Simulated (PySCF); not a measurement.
Q: What does the PBE0-D3(BJ)/def2-SVP structure of `[NH2][Ge@@H]([Cl])[GeH3]` look like in three dimensions?

A: 
```xyz
10
ClGe2H6N angstrom
N     -1.665   -0.915    0.192
Ge    -0.598    0.432   -0.415
Cl    -0.976    2.315    0.650
Ge     1.738   -0.074   -0.014
H     -2.662   -0.754    0.067
H     -1.497   -1.198    1.154
H     -1.003    0.702   -1.873
H      2.561    0.212   -1.282
H      1.903   -1.556    0.367
H      2.243    0.814    1.134
```

Any rigid rotation of these coordinates is as good. Atoms count from 1 in this order. Ge2 (germanium bonded to Cl, Ge, N and H) is distorted tetrahedral (angles from 105.3° to 116.6°). N1 (nitrogen bonded to Ge and 2 H) is pyramidal (angles 115.1°, 114.6° and 108.8°, sum 338.5°, 0.33 Å off the plane of its three neighbours). Ge4 (germanium bonded to Ge and 3 H) is tetrahedral (angles from 108.7° to 110.2°).

Bonds between heavy atoms (Å): N1–Ge2 1.822, Ge2–Cl3 2.196, Ge2–Ge4 2.424.

The calculation used PBE0-D3(BJ)/def2-SVP geometry optimisation, gas phase (PySCF).

Point group: C1 (no symmetry element, even within 0.4 Å). Not checked by PBE0-D3(BJ)/def2-SVP frequencies. The numbers are those of one conformer (H–N1–Ge2–Cl3 62° and -65°).
